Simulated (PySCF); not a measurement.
Highest harmonic wavenumber (cm⁻¹) of eight halogen compounds: PBE-D3(BJ) beside PBE0-D3(BJ), computed with PySCF for isolated molecules in the bases named; differences from unrounded values. The eight are the first of their class met in an unordered collection, after screening for sound electronic states; none was chosen by its value. Each level has its own optimised geometry.

| molecule | basis | PBE0-D3(BJ) | PBE-D3(BJ) | difference |
|---|---|---|---|---|
| (Z)-1-chloropent-1-ene (C5H9Cl), SMILES CCC/C=C\Cl | def2-SVP | 3240 | 3144 | -96 |
| C₅H₅F, SMILES FC1=CCC=C1 | def2-SVP | 3276 | 3188 | -88 |
| 4-chlorobut-1-ene (C₄H₇Cl), SMILES C=CCCCl | def2-SVP | 3262 | 3168 | -94 |
| C5H7F, SMILES F[C@H]1C=CCC1 | def2-SVP | 3241 | 3149 | -92 |
| C₃H₃ClF₂, SMILES F[C@@H]1C[C@@]1(F)Cl | def2-SVP | 3273 | 3178 | -95 |
| trans-(1R,2R)-1-chloro-2-ethynylcyclopropane (C₅H₅Cl), SMILES C#C[C@H]1C[C@H]1Cl | def2-SVP | 3492 | 3411 | -82 |
| 2-chlorocyclopenta-1,3-diene (C₅H₅Cl), SMILES ClC1=CCC=C1 | def2-SVP | 3270 | 3183 | -87 |
| 1,1,2-trichloroprop-1-ene (C₃H₃Cl₃), SMILES CC(Cl)=C(Cl)Cl | def2-SVP | 3202 | 3106 | -96 |

PBE-D3(BJ) lies below PBE0-D3(BJ) in 8 and above it in 0 of the eight; the mean signed difference is -91 and the largest -96 cm⁻¹.
